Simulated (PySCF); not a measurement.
**Electron correlation in Ge¹³⁺ (germanium, charge +13)**

[Ar] 3d1, 2D determinant. All numbers are calculated (PySCF 2.14, scalar relativity by spin-free X2C-1e, in an even-tempered Gaussian basis (19 s from 0.81 bohr⁻², ratio 2.5; 12 p from 1.1 bohr⁻², ratio 2.5; 8 d from 1.1 bohr⁻², ratio 2.5; 4 f from 3.7 bohr⁻², ratio 2.7; 4 g from 5.6 bohr⁻², ratio 2.7)). Frozen: [Ne]; 9 electrons correlated; the 31 highest virtual orbitals of each spin left out.

| level | correlation energy (mhartree) |
| --- | --- |
| CCSD | -392.89 |
| (T) | -5.05 |
| CCSD(T) | -397.94 |

Diagnostics: T1 = 0.0011, D1 = 0.0023, largest double amplitude 0.040.

Spin-orbit coupling, absent here, splits the open shell strongly.

Cost of the coupled-cluster step: 87 s of wall time on 2 threads of Neoverse-V2 (shared host), for 9 correlated electrons.

Iterations:

```
CC2 = 0
CCSD nocc = (np.int64(5), np.int64(4)), nmo = (123, 123)
frozen orbitals [[0, 1, 2, 3, 4, 128, 129, 130, 131, 132, 133, 134, 135, 136, 137, 138, 139, 140, 141, 142, 143, 144, 145, 146, 147, 148, 149, 150, 151, 152, 153, 154, 155, 156, 157, 158], [0, 1, 2, 3, 4, 128, 129, 130, 131, 132, 133, 134, 135, 136, 137, 138, 139, 140, 141, 142, 143, 144, 145, 146, 147, 148, 149, 150, 151, 152, 153, 154, 155, 156, 157, 158]]
max_cycle = 100
direct = 0
conv_tol = 1e-08
conv_tol_normt = 1e-06
diis_space = 8
diis_start_cycle = 0
Init t2, MP2 energy = -0.364361283091036
Init E_corr(UCCSD) = -0.364361283091842
cycle = 1  E_corr(UCCSD) = -0.387755848457592  dE = -0.0233945654  norm(t1,t2) = 0.0183646
cycle = 2  E_corr(UCCSD) = -0.391812499343522  dE = -0.00405665089  norm(t1,t2) = 0.00436975
cycle = 3  E_corr(UCCSD) = -0.392925560087679  dE = -0.00111306074  norm(t1,t2) = 0.00126505
cycle = 4  E_corr(UCCSD) = -0.392893482846182  dE = 3.20772415e-05  norm(t1,t2) = 0.000121289
cycle = 5  E_corr(UCCSD) = -0.392893238025766  dE = 2.44820417e-07  norm(t1,t2) = 1.04259e-05
cycle = 6  E_corr(UCCSD) = -0.392893643540927  dE = -4.05515161e-07  norm(t1,t2) = 1.79566e-06
cycle = 7  E_corr(UCCSD) = -0.392893568385394  dE = 7.5155533e-08  norm(t1,t2) = 2.06336e-07
cycle = 8  E_corr(UCCSD) = -0.392893569665471  dE = -1.28007699e-09  norm(t1,t2) = 2.35832e-08
UCCSD converged
E(UCCSD) = -2021.89023245577  E_corr = -0.3928935696654709
UCCSD(T) correction = -0.00504636277988425
```

At this charge the one-electron X2C treatment keeps the bare 1/r₁₂, with no two-electron picture change or Breit term. The effect here is smaller than on the frozen 1s shell; and a scalar Hamiltonian misses the large spin-orbit splitting of the p shells, which matters for ns² → np² pairs.
